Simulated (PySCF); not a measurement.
A species of formula C6H14N2Si has this rotational fingerprint, computed with PBE0/pcSseg-1 in PySCF (dipole) on a GFN2-xTB geometry, gas phase:

| Item | Value |
| --- | --- |
| Rotational constants | A = 1139, B = 1011, C = 573.6 MHz |
| Dipole components | \|μa\| = 0.41 D, \|μb\| = 0.18 D, \|μc\| = 1.54 D |
| Inertial defect | -62.28 u·Å² |
| κ | 0.55 |

Task: Which structure is it? (One computed conformer of each.)
A. `[CH2:1]=[C:2]([CH3:3])[C@@H:4]1[CH2:5][CH2:6][Si:7]1([NH2:8])[NH2:9]` with C1–C2–C4–C5 -145°, C6–Si7–N8–H -92° and 45°, C6–Si7–N9–H -43° and -179°, C2–C4–C5–C6 -130°, C4–C5–C6–Si7 8°, C5–C6–Si7–N8 -114°, C2–C4–Si7–C6 129°
B. `[CH:1]#[C:2][CH2:3][N:4]([CH3:5])[SiH2:6][N:7]([CH3:8])[CH3:9]` with C2–C3–N4–C5 -68°, C3–N4–Si6–N7 161°, N4–Si6–N7–C8 161°
C. `[SiH3:1][N:2]1[CH2:3][CH2:4][CH2:5][N:6]1[CH:7]1[CH2:8][CH2:9]1` with C5–N6–C7–C8 163°, Si1–N2–C3–C4 111°, N2–C3–C4–C5 8°, C3–C4–C5–N6 14°, C4–C5–N6–C7 90°
D. `[CH:1]#[C:2][CH2:3][C@H:4]([CH2:5][NH:6][CH3:7])[NH:8][SiH3:9]` with C2–C3–C4–C5 -66°, C3–C4–C5–N6 171°, C4–C5–N6–C7 170°, C3–C4–N8–Si9 -90°

Result: D. It is C#CC[C@H](CNC)N[SiH3], an asymmetric top, point group C1. The candidates at the same level (rigid rotor, commonest isotopes):

| SMILES | A (MHz) | B (MHz) | C (MHz) | μa (D) | μb (D) | μc (D) | Δ (u·Å²) | point group | rotor |
| --- | --- | --- | --- | --- | --- | --- | --- | --- | --- |
| C=C(C)[C@@H]1CC[Si]1(N)N | 1821 | 1038 | 948.6 | 1.11 | 0.18 | 0.42 | -231.63 | C1 | asymmetric top |
| [SiH3]N1CCCN1C1CC1 | 1881 | 1180 | 873.5 | 0.10 | 1.66 | 0.34 | -118.44 | C1 | asymmetric top |
| C#CC[C@H](CNC)N[SiH3] | 1139 | 1011 | 573.6 | 0.41 | 0.18 | 1.54 | -62.28 | C1 | asymmetric top |
| C#CCN(C)[SiH2]N(C)C | 3044 | 708.3 | 654.5 | 0.65 | 0.60 | 0.17 | -107.37 | C1 | near-prolate asymmetric top |

`[SiH3]N1CCCN1C1CC1` has A 65 % too high; `C#CCN(C)[SiH2]N(C)C` has A 167 % too high; `C=C(C)[C@@H]1CC[Si]1(N)N` has C 65 % too high. No structure here is proved a minimum.
